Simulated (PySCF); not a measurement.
## Working out the ionisation energy of Cr

Cr [Ar] 3d5 4s1 (7S) → Cr⁺ [Ar] 3d5 (6S). All numbers are calculated (PySCF 2.14, the non-relativistic Hamiltonian (point nucleus), in def2-SVP (5s3p2d1f, 31 functions)). Frozen: [Ar]. Energies in hartree (1 hartree = 27.21139 eV):

```json
{"part": "UHF", "Cr (lower)": "-1043.197072", "Cr⁺ (upper)": "-1042.982650"}
{"part": "MP2 opposite-spin", "Cr (lower)": "0.000000", "Cr⁺ (upper)": "0.000000"}
{"part": "MP2 same-spin", "Cr (lower)": "-0.054336", "Cr⁺ (upper)": "-0.046240"}
```

Task: What does Hartree-Fock give?

Result: (-1042.982650) − (-1043.197072) = 0.214422 hartree = 5.835 eV.

Task: What do MP2 and SCS-MP2 (6/5 opposite-spin, 1/3 same-spin) give?

Result: The opposite-spin parts differ by 0.000 eV and the same-spin parts by 0.220 eV. MP2: 5.835 + (0.000) + (0.220) = 6.055 eV. SCS-MP2: 5.835 + 1.2 × (0.000) + (0.220)/3 = 5.908 eV.

Measured between the centres of the two terms (NIST): 6.767 eV, so MP2 (valence) is off by -0.712 eV.

The calculation is non-relativistic.

A double-zeta basis recovers only part of the correlation energy.

What remains against the reference includes basis incompleteness, the frozen core and correlation beyond second order.
